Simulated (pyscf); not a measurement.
## C₃H₃ (SMILES [C]1=CC1), doublet

Gas-phase minimum from PySCF at ωB97X-D3(BJ)/def2-SVP, one conformer. cyclic C₃H₃ (SMILES [C]1=CC1) [doublet] lies 40.2 kcal/mol over its isomer HC≡C–CH₂•, and others may lie lower still (electronic energy, ωB97M-D3(BJ)). 

SMILES: [C]1=CC1
```xyz
6

C      1.3082    -0.1982    -0.4085
C      0.1439    -0.3096    -0.9366
C      0.3420     0.7069     0.2643
H     -0.6446    -0.6560    -1.5959
H     -0.0761     0.4465     1.2487
H      0.3397     1.7856     0.0450
```
Charge 0, spin multiplicity 2.

Bond lengths (Å): C1–C2 1.283, C1–C3 1.485, C2–C3 1.586, C2–H4 1.085, C3–H5 1.101, C3–H6 1.101. Bond angles (°): C2–C1–C3 69.5, C1–C2–C3 61.3, C1–C2–H4 159.6, C3–C2–H4 139.1, C1–C3–C2 49.3, C1–C3–H5 120.5, C1–C3–H6 120.6, C2–C3–H5 118.6, C2–C3–H6 118.5, H5–C3–H6 114.2.

Properties at ωB97X-D3(BJ)/def2-SVP:

```yaml
harmonic_wavenumbers_unscaled: 652, 739, 813, 911, 1045, 1087, 1117, 1505, 1818, 3091, 3181, 3358 cm⁻¹
zero_point_energy: 27.6 kcal/mol
rotational_symmetry_number: 1
Entropy of this conformer at 298 K and 1 atm, rigid rotor and harmonic oscillator, modes under 100 cm⁻¹ raised to 100: 252.2 J/(mol K)
dipole_moment: 1.60 D
Spin expectation value S2: 0.758
```

Single-point totals, which compare only within one level (frozen core for MP2 and CC):

| level | total energy (hartree) |
|---|---|
| ωB97X-D3(BJ)/def2-TZVP | -116.03162 |
| PBE/def2-TZVP | -115.82553 |
| r²SCAN/def2-TZVP | -115.90814 |
| B3LYP-D3(BJ)/def2-TZVP | -115.98803 |
| PBE0-D3(BJ)/def2-TZVP | -115.83658 |
| M06-2X/def2-TZVP | -115.92627 |
| ωB97M-D3(BJ)/def2-TZVP | -116.01211 |
| UHF/def2-TZVPP | -115.21838 |
| MP2/def2-TZVPP | -115.66217 |
| CCSD/def2-TZVPP | -115.69263 |
| CCSD(T)/def2-TZVPP | -115.71719 |

The CCSD(T) − MP2 part came from Ansatz, without density fitting, on the same reference. A UHF reference is spin-contaminated (<S²> up to 0.92), which harms MP2 most.
